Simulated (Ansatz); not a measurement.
```yaml
crystal:
  periodic: [false, false, false]
  atoms:
    - {symbol: C, position_ang: [-1.404487, 0.465318, 0.135651]}
    - {symbol: C, position_ang: [-0.178100, -0.442970, 0.221024]}
    - {symbol: B, position_ang: [1.183149, 0.310305, 0.088623]}
    - {symbol: S, position_ang: [2.596888, -0.266592, -0.822166]}
    - {symbol: H, position_ang: [-1.485231, 0.930372, -0.849884]}
    - {symbol: H, position_ang: [-1.350190, 1.270351, 0.872100]}
    - {symbol: H, position_ang: [-2.328352, -0.089971, 0.313557]}
    - {symbol: H, position_ang: [-0.152633, -0.908713, 1.218841]}
    - {symbol: H, position_ang: [-0.263746, -1.273507, -0.487423]}
    - {symbol: H, position_ang: [1.369777, 1.357024, 0.640698]}
    - {symbol: H, position_ang: [2.078326, -1.408617, -1.310223]}
basis:
  gaussian: {orbitals: def2-TZVPD, final_grid: {core_spheres: 1, valence_spheres: 1, degree: 3}}
hamiltonian: {xc: {name: wB97M-V}}
```

```sh
$ ansatz run in.yaml --threads 2 --pin off --events-out ev --progress --plain --max-ram 32768MiB --backend cpu
```

Output, abridged:

```
Functional definition: wB97M-V
  name "wB97M-V"
  cite "Mardirossian & Head-Gordon, J. Chem. Phys. 144, 214110 (2016) doi:10.1063/1.4952647"
  cite "Becke, J. Chem. Phys. 107, 8554 (1997) doi:10.1063/1.475007"
  cite "Vydrov & Van Voorhis, J. Chem. Phys. 133, 244103 (2010) doi:10.1063/1.3521275"
  # Of w^i u^j: cxij and so on, Table III.
  parameter omega = 0.3/bohr
  parameter cx = 0.15
  parameter cx01 = 1.007
  parameter cx10 = 0.259
  parameter css00 = 0.443
  parameter css04 = -1.437
  parameter css10 = -4.535
  parameter css20 = -3.390
  parameter css43 = 4.278
  parameter cos00 = 1.000
  parameter cos10 = 1.358
  parameter cos20 = 2.924
  parameter cos21 = -8.812
  parameter cos60 = -1.390
  parameter cos61 = 9.142
  parameter b = 6.0
  parameter c = 0.01
  gx(w, u) = 1 - cx + cx01*u + cx10*w
  gss(w, u) = css00 + css04*u^4 + css10*w + css20*w^2 + css43*w^4*u^3
  gos(w, u) = cos00 + cos10*w + (cos20 + cos21*u)*w^2 + (cos60 + cos61*u)*w^6
  exchange = spin_sum(e_x_unif_sr(omega)*gx(b97_w, b97_u_x)) + cx*exact_x_sr(omega) + exact_x_lr(omega)
  correlation = spin_sum(e_c_pw_mod_same_spin*gss(b97_w, b97_u_same))
      + integral(e_c_pw_mod_opposite_spin*gos(b97_w_opposite, b97_u_opposite)) + vv10(b, c)
1166 factors; their error is unknown
462 factors; integrals over basis functions are off by at most 2.0e-5 eV
mean field evaluation 1: about -13695.2655 eV, gradient 4.3e1 eV
mean field evaluation 2: about -13697.0428 eV, gradient 3.3e1 eV
mean field evaluation 4: about -13699.6019 eV, gradient 1.1e0 eV
mean field evaluation 8: about -13696.3890 eV, gradient 1.1e1 eV
mean field evaluation 16: about -13696.7258 eV, gradient 2.3e-2 eV
a density is far from that of the atoms, so the factors are made again for it
1592 factors; integrals over basis functions are off by at most 5.4e-4 eV
462 factors; integrals over basis functions are off by at most 1.8e-5 eV
mean field evaluation 32: about -13696.7235 eV, gradient 1.4e-2 eV
mean field -13696.72345742 eV, -503.3453030877 hartree, gradient 1.4e-5 eV, S^2 0.000000; 0 other end points of the search recorded, 0 dependent functions left out
reference -13696.72367203 eV, -503.3453109745 hartree; 20, 20 occupied and 200, 200 virtual orbitals, 1592 factors
Total energy: -13696.72367203 eV, -503.3453109745 hartree
```

(1) What is wrong with this run?

## Answers

(1) The integration grid is far too coarse. The run converged. The result belongs to that input, not to the molecule as meant.
